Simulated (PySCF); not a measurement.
Correlation energy of Ni³⁺ (nickel, charge +3)

[Ar] 3d7, high-spin 4F determinant. Calculation: PySCF 2.14, in x2c-TZVPPall with one added diffuse shell each of s, p, d, f type (7s6p5d3f1g, 80 functions); scalar relativity by spin-free X2C-1e. Frozen: [Ne]; 15 electrons correlated.

| level | correlation energy (mhartree) |
| --- | --- |
| CCSD | -473.10 |
| (T) | -6.09 |
| CCSD(T) | -479.19 |

Diagnostics: T1 = 0.0051, D1 = 0.0102, largest double amplitude 0.014.

Cost of the coupled-cluster step: about 70 core-seconds, for 15 correlated electrons.

This basis was not built for core-valence correlation, so the inner-shell part is incomplete.
